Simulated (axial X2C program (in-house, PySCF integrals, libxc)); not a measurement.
## Outer orbitals of KB⁻ at 3.029 Å, B97-3

Calculated with an axial X2C code built on PySCF integrals. Spin-free means the one-electron spin-free X2C Hamiltonian; two-component (2c) means X2C with spin–orbit coupling and atomic mean-field two-electron Coulomb and Gaunt terms, so the difference of the two also holds small scalar two-electron terms. Basis: K dyall-acv3z [12s13p7d3f], B dyall-av3z [8s7p3d2f] (cores contracted in-house); Gaussian nuclei, density fitting, unrestricted open shells. Masses: K 38.964 u, B 11.009 u.

The distance is close to the 2c PBE0 minimum; the highest filled and lowest empty levels are listed.

Spin-free orbitals, state M_S = 1/2, Λ = 1 (beyond evenly filled blocks: π+α) (Löwdin shares):

```csv
symmetry,occupied,ε (eV),atomic character
σα,yes,-34.95,98% K s
σβ,yes,-34.94,98% K s
π+α,yes,-16.98,100% K p
π-α,yes,-16.97,100% K p
π+β,yes,-16.96,100% K p
π-β,yes,-16.96,100% K p
σα,yes,-16.88,98% K p
σβ,yes,-16.86,99% K p
σα,yes,-6.28,"84% B s, 7% K p, 6% K d"
σβ,yes,-4.31,"81% B s, 8% K p, 6% K d"
σα,yes,-0.29,"80% B p, 15% K s, 3% K p"
π+α,yes,-0.14,"88% B p, 6% K p, 5% K d"
σβ,yes,0.38,"63% K s, 23% K p, 11% B p"
σα,no,0.92,"48% K s, 39% K p, 7% K d"
π-β,no,1.12,100% K p
π+β,no,1.12,100% K p
σβ,no,1.23,"85% K p, 13% K s"
```

The highest filled level is positive, so this functional does not bind it, and the empty levels of an anion are set by the basis.

Spinors with spin–orbit coupling (state Ω = 1/2):

| ω | occupied | ε (eV) | atomic character | λ mixture |
| --- | --- | --- | --- | --- |
| -1/2 | yes | -34.95 | 98% K s | 100% σ |
| 1/2 | yes | -34.94 | 98% K s | 100% σ |
| 1/2 | yes | -17.11 | 100% K p | 82% π, 18% σ |
| -1/2 | yes | -17.11 | 99% K p | 78% π, 22% σ |
| -3/2 | yes | -16.88 | 100% K p | 100% π |
| 3/2 | yes | -16.87 | 100% K p | 100% π |
| -1/2 | yes | -16.81 | 99% K p | 78% σ, 22% π |
| 1/2 | yes | -16.80 | 99% K p | 82% σ, 18% π |
| -1/2 | yes | -6.28 | 84% B s, 7% K p, 6% K d | 100% σ |
| 1/2 | yes | -4.31 | 81% B s, 8% K p, 6% K d | 100% σ |
| -1/2 | yes | -0.29 | 80% B p, 15% K s, 3% K p | 100% σ |
| 1/2 | yes | -0.14 | 88% B p, 6% K p, 5% K d | 100% π |
| 1/2 | yes | 0.38 | 63% K s, 23% K p, 11% B p | 100% σ |
| -1/2 | no | 0.92 | 48% K s, 39% K p, 7% K d | 100% σ |
| -1/2 | no | 1.12 | 100% K p | 100% π |
| 3/2 | no | 1.12 | 100% K p | 100% π |
| 1/2 | no | 1.23 | 84% K p, 14% K s | 100% σ |

The highest filled level is positive, so this functional does not bind it, and the empty levels of an anion are set by the basis.

Mulliken charges and populations of the two-component result (they depend on the basis, above all on diffuse functions):

K -0.26 e (s 6.85 p 12.36 d 0.06), B -0.74 e (s 3.91 p 1.83). ⟨Lz⟩ = 1.00 ħ and ⟨Sz⟩ = -0.50 ħ (0.37 and -0.87 on the two atoms), which add up to Ω.

One determinant describes the state; a PBE0 search over occupations chose it and may have missed a lower one. Density functionals use the spin component along the axis (collinear). Other states lie close and PBE0, whose exact exchange favours high spin, may order them wrongly; the determinant shown need not be the ground state. The nearest other spin-free determinant of the search, M_S = 3/2, Λ = 1, lies 0.09 eV up at the distance of the search. The functionals have no current-density term, which raises determinants with orbital currents, atoms included. The highest occupied level of some functionals is positive through self-interaction error; at Hartree–Fock it is bound. The determinant is spin-polarised beyond a pure state at some levels (its spin-free form has ⟨S²⟩ too high), which makes Re and μ there less reliable.
